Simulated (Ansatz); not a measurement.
Stepwise reaction of `CO[SiH3]` with ammonia, as a gas-phase model of exchange steps in deposition or etching. ΔE in kJ/mol.

Calculated with Ansatz (gas phase, PBE0-D4/def2-TZVP geometries, no zero-point term in ΔE). CCSD(T)/CBS adds triple-zeta CCSD(T) − MP2 to the extrapolated MP2 energy (def2 sets, frozen cores). This one scheme is used for every species. DFT in def2-TZVPP. B3LYP here is the variant with VWN-RPA as its local correlation; programs differ in this. One conformer a species, not always the lowest.

| step | reaction | PBE-D4 | B3LYP-D4 | ωB97M-V | CCSD(T)/CBS |
| --- | --- | --- | --- | --- | --- |
| 1 | `CO[SiH3]` + NH₃ → `CO[SiH2]N` + H₂ | -45.6 | -47.4 | -49.3 | -48.1 |
| 2 | `CO[SiH2]N` + NH₃ → `CO[SiH](N)N` + H₂ | -47.6 | -51.1 | -52.3 | -51.6 |

**Question.** By hand: ΔE of the 2 steps together at CCSD(T)/CBS.

**Answer.** (-48.1) + (-51.6) = -99.7 kJ/mol, or -49.9 kJ/mol a step.

In ΔE the steps differ by no more than 3.5 kJ/mol. All are downhill at CCSD(T)/CBS. PBE-D4 differs from CCSD(T)/CBS by 2.5 to 4.0 kJ/mol a step. Isolated molecules leave out the surface, adducts and barriers. Largest T1 diagnostic: 0.011.
